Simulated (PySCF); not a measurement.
## Electronic absorption of C9H10S

Compound: C9H10S.
InChI=1S/C9H10S/c1-7(2)8-4-3-5-9(10)6-8/h3-6,10H,1H2,2H3

Method used: TDDFT wB97X-D/def2-SVPD, vertical, gas phase, core orbitals frozen in the response (PySCF 2.14.0, density-fitted response routines). Isolated species at its PBE0-D3(BJ)/def2-SVP geometry (one conformer only). Torsions of this conformer, `[CH2:1]=[C:2]([CH3:3])[c:4]1[cH:5][cH:6][cH:7][c:8]([SH:9])[cH:10]1`: C1–C2–C4–C5 150°, H–S9–C8–C7 -179°.

| state | λ (nm) | E (eV) | f | main configurations (H = HOMO, L = LUMO) |
| --- | --- | --- | --- | --- |
| S1 | 263.2 | 4.71 | 0.028 | H→L (64%), H→L+1 (13%), H-1→L+1 (9%) |
| S2 | 236.8 | 5.24 | 0.145 | H-1→L (46%), H→L+1 (25%), H→L (16%) |
| S3 | 234.9 | 5.28 | 0.020 | H→L+2 (59%), H→L+4 (9%) |
| S4 | 221.9 | 5.59 | 0.485 | H→L+1 (54%), H-1→L (37%) |
| S5 | 207.0 | 5.99 | 0.179 | H-1→L+1 (79%), H→L (13%) |
| S6 | 199.6 | 6.21 | 0.025 | H→L+3 (67%), H→L+2 (8%) |
| S7 | 186.4 | 6.65 | 0.0016 | H-1→L+2 (55%), H→L+2 (13%) |
| S8 | 182.9 | 6.78 | 0.184 | H-2→L (78%) |
| S9 | 179.8 | 6.90 | 0.0098 | H→L+4 (22%), H→L+5 (22%), H-1→L+2 (20%) |
| S10 | 175.8 | 7.05 | 0.020 | H→L+6 (36%), H-3→L (20%), H→L+5 (12%) |

Triplets (Tamm–Dancoff): T1 3.48 eV, H-1→L (47%), H→L (33%); T2 4.11 eV, H→L+1 (63%), H-1→L (8%); T3 4.20 eV, H→L (54%), H-1→L (25%); T4 4.63 eV, H-2→L (31%), H→L+1 (18%), H-1→L+1 (18%).

The lowest singlet comes at 263 nm (455 kJ/mol) in the ultraviolet; it is weak; its leading configuration is HOMO→LUMO (64%). The most intense listed level is S4 at 5.59 eV (222 nm, f = 0.485), 0.88 eV above S1. Löwdin shares by element: HOMO carbon 38% or more, sulfur 35% (atoms not listed hold the other 27%); LUMO carbon 56% or more (atoms not listed hold the other 44%). The listed states span 2.34 eV, and the widest gap between neighbours is 0.52 eV (S1 to S2). Of the 10 states listed, 8 reach f = 0.01 and none stays under 0.0005. Weighted by f, the mean energy of these states is 5.83 eV. All these states lie below the vertical ionisation energy of 8.15 eV (ΔSCF). Singlets were solved by full linear response, triplets in the Tamm–Dancoff approximation.

The run took 6.7 min of wall time on an x86-64 server with one thread, no GPU (shared host).
